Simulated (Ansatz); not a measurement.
`[CH3][GeH]([Cl])[Cl]` + CH₃SH → `C[S][GeH]([CH3])[Cl]` + HCl at 298.15 K and 1 bar (ligand exchange at a Ge–Cl bond).

Program: Ansatz. Geometries: PBE0-D4/def2-TZVP. ΔE: electronic, gas phase. CCSD(T)/CBS is the MP2 limit (def2-TZVPP, def2-QZVPP) plus CCSD(T) − MP2 in def2-TZVPP, frozen cores. This one scheme is used for every species. For Ge outer-core shells are correlated without core-valence functions, which leaves a few kJ/mol of doubt a bond. Scalar relativity is left out up to krypton. One conformer a species, not always the lowest.

| species | CCSD(T)/CBS energy (Eh) | H − E (kJ/mol) | S (J/(mol·K)) |
| --- | --- | --- | --- |
| `[CH3][GeH]([Cl])[Cl]` | -3036.22487 | 144.5 | 346.1 |
| CH₃SH | -438.22835 | 133.0 | 253.2 |
| `C[S][GeH]([CH3])[Cl]` | -3014.06069 | 249.6 | 402.4 |
| HCl | -460.38127 | 26.6 | 186.8 |

H − E and S are ideal-gas, rigid-rotor, harmonic terms from PBE0-D4/def2-TZVP, for one conformer and one mirror image of each species. 1 Eh = 2625.50 kJ/mol, R = 8.31446 J/(mol·K).

**Question.** By hand: ΔE, ΔH, ΔS and ΔG.

**Answer.** ΔE = (-3014.06069) + (-460.38127) − (-3036.22487) − (-438.22835) = 0.01126 Eh = 29.6 kJ/mol. Δ(H − E) = 249.6 + 26.6 − 144.5 − 133.0 = -1.3, so ΔH = 28.3 kJ/mol. ΔS = 402.4 + 186.8 − 346.1 − 253.2 = -10.1 J/(mol·K). ΔG = 28.3 − 298.15 × (-10.1)/1000 = 31.3 kJ/mol.

**Question.** By hand: the equilibrium constant, and the temperature at which ΔG would vanish if ΔH and ΔS stayed fixed.

**Answer.** log₁₀ K = −ΔG/(RT ln 10) = -5.5. ΔH and −TΔS have one sign here, so there is no such temperature.

The number of gas molecules stays the same, so ΔS is small and ΔH decides. A doubt of 5 kJ/mol in ΔE shifts log₁₀ K by 0.9 here. Other conformers and mirror images would add mixing entropy, several J/(mol·K) or more a flexible species. Modes under 60 cm⁻¹, often nearly free rotors, make the harmonic entropy too high. These are equilibria of isolated gas molecules and say nothing of rates. Largest T1 diagnostic: 0.010 (customary marks: 0.02 for closed shells, 0.045 for open ones).

ΔS is within the doubt of such terms, so its sign, and with it that verdict, could turn.
